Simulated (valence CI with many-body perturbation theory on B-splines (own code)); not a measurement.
Ladder of approximations for Tm LXIII

Calculated by valence CI with perturbative core correlation (CI+MBPT): five valence electrons over a frozen Dirac-Fock core [He], a basis of 9 s, 9 p, 8 d, 6 f, 3 g, 1 h functions for each j, with the one-electron correlation potential Σ1 (screened to all orders), the two-electron term Σ2, the three-electron term Σ3, Breit, model QED; selected single and double excitations, second order for the rest (own B-spline code, finite nucleus).

The last digits are not significant, and no measured levels were compared; by estimate large intervals hold to a few tenths of a per cent, small ones and those within an open d or f shell to about a per cent. Among the levels kept, up to 1100 cm⁻¹ of a level comes from second order outside the variational space, and about a tenth of that is noise between levels of different J, which matters for small intervals.

Each rung adds one term. CI alone is the Dirac-Coulomb CI over the frozen core; QED comes last and gives the full result, which names the levels. Energies are above (2s^2 2p1/2^2 2p3/2) J=3/2 on the same rung, in × 10³ cm⁻¹.

Levels are named by their leading jj configuration (3d3/2^4 stands for four electrons in 3d with j = 3/2), which in mixed levels can hold well under half, so a name can repeat and another be missing. Letters in brackets count levels of one name in rising energy.

```tsv
Level	CI alone
(2s^2 2p1/2 2p3/2^2) J=3/2	8177.5
(2s^2 2p1/2 2p3/2^2) J=5/2	8426.5
(2s^2 2p1/2 2p3/2^2) J=1/2	8721.2
(2s 2p1/2^2 2p3/2^2) J=5/2	10736
(2s 2p1/2^2 2p3/2^2) J=1/2	11448
(2s 2p1/2^2 2p3/2^2) J=3/2	11504
(2s^2 2p3/2^3) J=3/2	16938
(2s 2p1/2 2p3/2^3) J=3/2 [a]	19081
(2s 2p1/2 2p3/2^3) J=5/2	19467
(2s 2p1/2 2p3/2^3) J=1/2	19864
(2s 2p1/2 2p3/2^3) J=3/2 [b]	19974
(2p1/2^2 2p3/2^3) J=3/2	22730
(2s 2p3/2^4) J=1/2	28175
(2p1/2 2p3/2^4) J=1/2	31134
(2s^2 2p1/2^2 3s) J=1/2	61649
(2s^2 2p1/2^2 3p1/2) J=1/2	62409
```

(1) What do these energies become with core correlation, Breit and QED?

(2) How does the ionisation energy move along the ladder, and which term matters most?

Answers

(1) (2s^2 2p1/2 2p3/2^2) J=3/2 8079.6 (-97.87); (2s^2 2p1/2 2p3/2^2) J=5/2 8263.4 (-163.08); (2s^2 2p1/2 2p3/2^2) J=1/2 8640.6 (-80.59); (2s 2p1/2^2 2p3/2^2) J=5/2 10586 (-150.30); (2s 2p1/2^2 2p3/2^2) J=1/2 11363 (-84.99); (2s 2p1/2^2 2p3/2^2) J=3/2 11374 (-130.47); (2s^2 2p3/2^3) J=3/2 16737 (-201.04); (2s 2p1/2 2p3/2^3) J=3/2 [a] 18870 (-211.51); (2s 2p1/2 2p3/2^3) J=5/2 19189 (-278.30); (2s 2p1/2 2p3/2^3) J=1/2 19651 (-212.21); (2s 2p1/2 2p3/2^3) J=3/2 [b] 19724 (-249.64); (2p1/2^2 2p3/2^3) J=3/2 22490 (-239.54); (2s 2p3/2^4) J=1/2 27872 (-303.39); (2p1/2 2p3/2^4) J=1/2 30793 (-340.74); (2s^2 2p1/2^2 3s) J=1/2 61611 (-37.81); (2s^2 2p1/2^2 3p1/2) J=1/2 62372 (-37.78).

(2) CI alone 14313, + Σ1 14313, + Σ2 14314, + Σ3 14313, + Breit 14302, + QED 14300 eV. The largest step is Breit, -11 eV. NIST lists 14300 ± 15 eV (theoretical).
